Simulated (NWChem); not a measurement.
# CH3ISn, singlet; SMILES [CH3][Sn][I]

All runs: NWChem. Low-valent species are run as closed-shell singlets; no triplet was tried in these runs. The geometry was optimised at PBE0/def2-SVP. Not confirmed as a minimum by frequencies. def2 effective core potentials on Sn, I; no spin-orbit coupling. Ions are spin-unrestricted doublets at the neutral geometry; other ion states weren't tried.

Problem. What does the run give for PBE0/def2-SVP? Quantities: vertical ionisation energy, ΔSCF (eV); −ε(HOMO) (eV).

Solution. 
```
Item                                   Value
-------------------------------------  -----
vertical ionisation energy, ΔSCF (eV)   8.41
−ε(HOMO) (eV)                           6.50
```
